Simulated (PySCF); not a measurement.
## Two-dimensional NMR puzzle

Compound of formula C4H9N3OSi2. Correlations simulated from computed shifts and the bond graph:

HSQC (one-bond C–H):
```csv
δH,δC
9.82,162.2
2.60,23.8
```

HMBC (two and three bonds, from the bond graph):
```csv
δH,δC
9.82,168.8
5.70,"168.8, 168.8"
2.60,"168.8, 168.8"
```

Carbons without hydrogens: δ 168.8, 168.8.

- PBE0/pcSseg-1 with gauge-including orbitals
- geometry from GFN2-xTB
- program: PySCF 2.14
- fast rotation and ring inversion assumed for equivalent nuclei, relativity neglected, one computed conformer, isolated molecule

References, each an isolated molecule treated in the same way: TMS for 1H (31.72 ppm), 13C (186.93 ppm).

Exchangeable hydrogens are left out of these lists.

**Question.** Which molecule is this?

**Answer.** `Cc1ncnnc1[SiH2]O[SiH3]`.

Mapped SMILES: `[CH3:1][c:2]1[n:3][cH:4][n:5][n:6][c:7]1[SiH2:8][O:9][SiH3:10]`. Each H is labelled by its parent atom.

1. δC 168.8 is C7, a substituted aromatic carbon next to a ring nitrogen.
2. δC 168.8 is C2, a substituted aromatic carbon next to a ring nitrogen.
3. δC 162.2 is C4, an aromatic CH between two ring heteroatoms (δH 9.82).
4. δC 23.8 is C1, a methyl carbon on an aromatic ring (δH 2.60).
5. HMBC from δH 9.82 reaches the proton-free carbon C2.
6. HMBC from δH 5.70 reaches the proton-free carbons C7, C2.
7. HMBC from δH 2.60 reaches the proton-free carbons C7, C2.

This is the structure that produced the data.

Shifts are as computed. Against solution values, carbons near 30 ppm lie about +3 ppm off and those near 130 ppm about +5 ppm. Of 1211 compounds with measured shifts, 218 miss one by over three times the rms of a fit or turn the order of signals round; such compounds aren't used in these exercises.
